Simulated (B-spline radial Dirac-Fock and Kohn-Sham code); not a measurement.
# How the binding energies of Cr³⁺ add up

System: the Cr³⁺ ion, configuration [Ar] 3d2 4p1 (not the ground configuration); nuclear rms radius 3.6452 fm (A = 52).

Model: relaxed Dirac-Fock hole states (ΔSCF) with Breit and QED corrections and a finite nucleus. Program: a radial B-spline solver. Correlation energy is missing from these numbers. Energies are counted from the vacuum level.

All terms are in eV, carry their sign (relaxation lowers the binding energy) and add up to the binding energy; ⟨r⟩ is the mean radius of the orbital in the initial state.

| subshell | −ε (Koopmans) | relaxation | Gaunt | retardation | self-energy | vacuum polarisation | binding energy | ⟨r⟩ (bohr) |
| --- | --- | --- | --- | --- | --- | --- | --- | --- |
| K | 6096.5 | -35.30 | -6.39 | 0.38 | -2.97 | 0.24 | 6052.5 | 0.064 |
| L1 | 777.4 | -12.68 | -0.37 | 0.00 | -0.28 | 0.02 | ? | 0.291 |
| L2 | 664.3 | -14.17 | -0.71 | 0.07 | 0.04 | 0.00 | 649.5 | 0.257 |
| L3 | 655.5 | -14.00 | -0.47 | 0.07 | 0.02 | 0.00 | 641.1 | 0.260 |
| M1 | 141.2 | -2.52 | -0.04 | 0.00 | -0.04 | 0.00 | 138.6 | 0.876 |
| M2 | 105.8 | -2.42 | -0.07 | 0.01 | 0.01 | 0.00 | 103.3 | 0.917 |
| M3 | 104.6 | -2.38 | -0.04 | 0.01 | 0.00 | 0.00 | 102.2 | 0.924 |
| M4,5 | 57.52 | -1.94 | 0.02 | 0.00 | 0.00 | 0.00 | 55.60 | 1.027 |
| N2,3 | 28.57 | -0.03 | -0.01 | 0.00 | 0.00 | 0.00 | 28.54 | 2.727 |

Question: Which binding energy belongs in the row of L1?

Answer: 764.1 eV, the sum of the terms in that row (to rounding).

For the deepest level, K (1s), the Breit terms make up -0.099 % of the binding energy, QED -0.045 % and orbital relaxation -0.583 %.

Values without a named source are computed, but for edge energies of neutral atoms, which are taken from tables.
